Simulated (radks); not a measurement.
The nitrogen anion N2-, [He] 2s2 2p5, held by a Watson sphere: a shell of charge +1.64 at radius R that stands for the Madelung well of a crystal (potential energy -1.64/R inside, -1.64/r outside, in hartree with lengths in bohr). Calculated with a radial shooting solver on a logarithmic mesh with Libxc functionals: non-relativistic Kohn-Sham, LDA (Slater exchange, Perdew-Wang correlation), spin-polarised, spherical densities, point nucleus; open shells are filled with parallel spins first. Response by self-consistent Sternheimer equations with the Hartree and adiabatic LDA kernel. The sphere does not respond.

| R (bohr) | e(2s down) (eV) | e(2p up) (eV) | e(2p down) (eV) | <r> 2p (bohr) | sum of <r^2> (bohr^2) | X-ray form factor at sin(theta)/lambda = 0.2 1/angstrom | alpha (bohr^3) |
|---|---|---|---|---|---|---|---|
| 1.83 | -14.371 | -4.504 | -3.528 | 1.752 | 24.28 | 5.023 | 21.56 |
| 2.82 | -12.247 | -2.926 | -2.035 | 2.099 | 32.95 | 4.670 | 55.06 |
| 2.87 | -12.170 | -2.863 | -1.974 | 2.118 | 33.42 | 4.661 | 57.80 |
| 3.13 | -11.814 | -2.568 | -1.680 | 2.219 | 35.94 | 4.622 | 74.57 |

Estimate the row for R = 3.7 bohr.

Answer. e(2s down) (eV) -11.226; e(2p up) (eV) -2.078; e(2p down) (eV) -1.165; <r> 2p (bohr) 2.477; sum of <r^2> (bohr^2) 42.07; X-ray form factor at sin(theta)/lambda = 0.2 1/angstrom 4.577; alpha (bohr^3) 133.9.
